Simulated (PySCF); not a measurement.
# Germanium: a sound run and one with changed settings

Sound run: Ge²⁺ [Ar] 3d10 4s2, Ge³⁺ [Ar] 3d10 4s1. Computed with PySCF 2.14 in def2-TZVP (6s5p4d1f, 48 functions), with the non-relativistic Hamiltonian (point nucleus). In the sound run the correlated levels freeze [Ar] 3d10. The sound run starts from symmetry-adapted Hartree-Fock orbitals and uses a fine grid where one is needed.

Changed run: the spin-free X2C one-electron Hamiltonian (Gaussian nucleus). This setting is unsound on purpose.

| species | method | sound run (hartree) | changed run (hartree) | converged |
| --- | --- | --- | --- | --- |
| Ge²⁺ | UHF | -2074.48816 | -2091.65112 | yes |
| Ge²⁺ | M06-2X | -2076.06608 | -2093.21382 | yes |
| Ge²⁺ | PBE | -2075.73223 | -2092.88759 | yes |
| Ge²⁺ | MP2 | -2074.51700 | -2091.67960 | yes |
| Ge²⁺ | CCSD(T) | -2074.52825 | -2091.69056 | yes |
| Ge³⁺ | UHF | -2073.32303 | -2090.47061 | yes |
| Ge³⁺ | M06-2X | -2074.83375 | -2091.96666 | yes |
| Ge³⁺ | PBE | -2074.48790 | -2091.62544 | yes |

Ionisation energy of Ge²⁺:

| method | sound run (eV) | changed run (eV) |
| --- | --- | --- |
| UHF | 31.705 | 32.123 |
| M06-2X | 33.533 | 33.937 |
| PBE | 33.860 | 34.345 |
| MP2 | 32.490 | 32.898 |
| SCS-MP2 | 32.647 | 33.053 |
| CCSD | 32.796 | 33.196 |
| CCSD(T) | 32.796 | 33.196 |
| CCSDT | 32.796 | 33.196 |
| FCI | 32.796 | 33.196 |

Most of the change in total energy is the relativistic energy itself. On top of that the contraction fixes the core shape for the Hamiltonian it was made with, so the changed run is not a good calculation with the other Hamiltonian either.

For comparison, NIST gives 34.058 eV between the lowest levels.
